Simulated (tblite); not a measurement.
Compound: C6H12FP.
Structure used (GFN2-xTB), in Å, numbered top down from 1:
```
atom  x, y, z in Å
C1     2.1064   -0.0662    0.4323
C2     1.1371    0.1376   -0.7305
P3     0.2970    1.8064   -0.5982
C4    -0.9705    1.3752    0.6908
C5    -1.7580    0.1036    0.3953
C6    -0.8552   -1.1211    0.2921
C7     0.1162   -0.9898   -0.8740
F8     0.7965   -2.1913   -1.0213
H9     2.5970   -1.0333    0.3439
H10    2.8651    0.7137    0.4154
H11    1.5980   -0.0224    1.3929
H12    1.7254    0.1662   -1.6576
H13   -0.5607    1.5807   -1.6885
H14   -1.6481    2.2302    0.7677
H15   -0.4515    1.2917    1.6503
H16   -2.4903   -0.0573    1.1908
H17   -2.3083    0.2242   -0.5424
H18   -0.2946   -1.2596    1.2174
H19   -1.4602   -2.0163    0.1315
H20   -0.4465   -0.8615   -1.8110
```

Calculated harmonic vibrations of the isolated species, GFN2-xTB (tblite), most abundant isotopes, no scaling. This tight-binding method is rough: wavenumbers can miss measured ones by several per cent, in bad cases by 10 to 20. Modes of hydrogen on phosphorus can be 10 to 20 % off. One conformer, not necessarily the lowest.

Harmonic wavenumbers (cm⁻¹): 117.3, 147.6, 192.8, 240.8, 263.6, 300.8, 319.9, 355.9, 387.5, 506.0, 561.8, 671.0, 720.6, 755.3, 826.2, 843.2, 874.0, 913.7, 938.5, 1005.6, 1011.4, 1023.8, 1042.7, 1061.6, 1113.6, 1136.4, 1159.1, 1198.6, 1212.0, 1219.8, 1277.6, 1291.4, 1298.4, 1313.7, 1343.3, 1348.6, 1408.2, 1446.8, 1479.8, 1486.5, 1493.3, 1501.7, 2221.6, 2872.5, 2899.7, 2941.6, 2952.3, 2961.0, 2966.8, 2982.5, 3003.3, 3026.5, 3029.8, 3036.7.

A = 2231, B = 1540, C = 1129 MHz; mass 134.066 u (most abundant isotopes); point group C1, symmetry number 1.

Task: Zero-point energy?

Result: ½Σν̃ = 36852 cm⁻¹ = 440.85 kJ/mol.

Task: What is S at 350 K and 1 bar for an ideal gas of classical rigid rotors and harmonic oscillators?

Result: Translation 173.28, rotation 122.53, vibration 104.38: S = 400.2 J/(mol K).

Task: And Cp and H(350 K) − H(0)?

Result: Cp = 172.22 J/(mol K), of which vibrations give 138.96 (their classical limit is 54 R = 449.0); H(350 K) − H(0) = 33.39 kJ/mol without the zero-point energy, 21.75 from vibrations.

Task: What must be added to the electronic energy to get the Gibbs energy at 350 K and 1 bar?

Result: ZPE + [H(350 K) − H(0)] − T·S = 440.85 + 33.39 − 140.06 = 334.18 kJ/mol.

Task: How do the functions run with temperature in this model?

Result: 
```json
{"T (K)": "50", "S (J/(mol K))": "233.3", "Cp (J/(mol K))": "40.8", "H − H(0) (kJ/mol)": "1.75", "G − H(0) (kJ/mol)": "-9.91", "ln q(vib)": "0.05"}
{"T (K)": "100", "S (J/(mol K))": "268.3", "Cp (J/(mol K))": "63.1", "H − H(0) (kJ/mol)": "4.34", "G − H(0) (kJ/mol)": "-22.49", "ln q(vib)": "0.49"}
{"T (K)": "298.15", "S (J/(mol K))": "374.6", "Cp (J/(mol K))": "148.1", "H − H(0) (kJ/mol)": "25.08", "G − H(0) (kJ/mol)": "-86.59", "ln q(vib)": "4.00"}
{"T (K)": "373.15", "S (J/(mol K))": "411.5", "Cp (J/(mol K))": "182.8", "H − H(0) (kJ/mol)": "37.50", "G − H(0) (kJ/mol)": "-116.07", "ln q(vib)": "5.58"}
{"T (K)": "500", "S (J/(mol K))": "472.6", "Cp (J/(mol K))": "235.1", "H − H(0) (kJ/mol)": "64.11", "G − H(0) (kJ/mol)": "-172.18", "ln q(vib)": "8.41"}
{"T (K)": "750", "S (J/(mol K))": "583.0", "Cp (J/(mol K))": "308.7", "H − H(0) (kJ/mol)": "132.79", "G − H(0) (kJ/mol)": "-304.42", "ln q(vib)": "14.19"}
{"T (K)": "1000", "S (J/(mol K))": "678.8", "Cp (J/(mol K))": "356.5", "H − H(0) (kJ/mol)": "216.35", "G − H(0) (kJ/mol)": "-462.43", "ln q(vib)": "19.84"}
```

q(vib) and H(0) count from the zero-point level.

Task: Blend soft modes into free rotors: weight 1/[1 + (100 cm⁻¹/ν̃)⁴] for the oscillator and the rest for a rotor with moment μB/(μ + B), μ = h/(8π²ν), B = 10⁻⁴⁴ kg m². What vibrational entropy results?

Result: 103.26 J/(mol K) in place of 104.38, which changes −T·S at 350 K by +0.39 kJ/mol.

Hindered rotation and anharmonicity are outside this model. Other conformers, if any are populated, would add a mixing term that is left out. The structure is chiral; the term R ln 2 for an equal mix with its mirror image is left out.
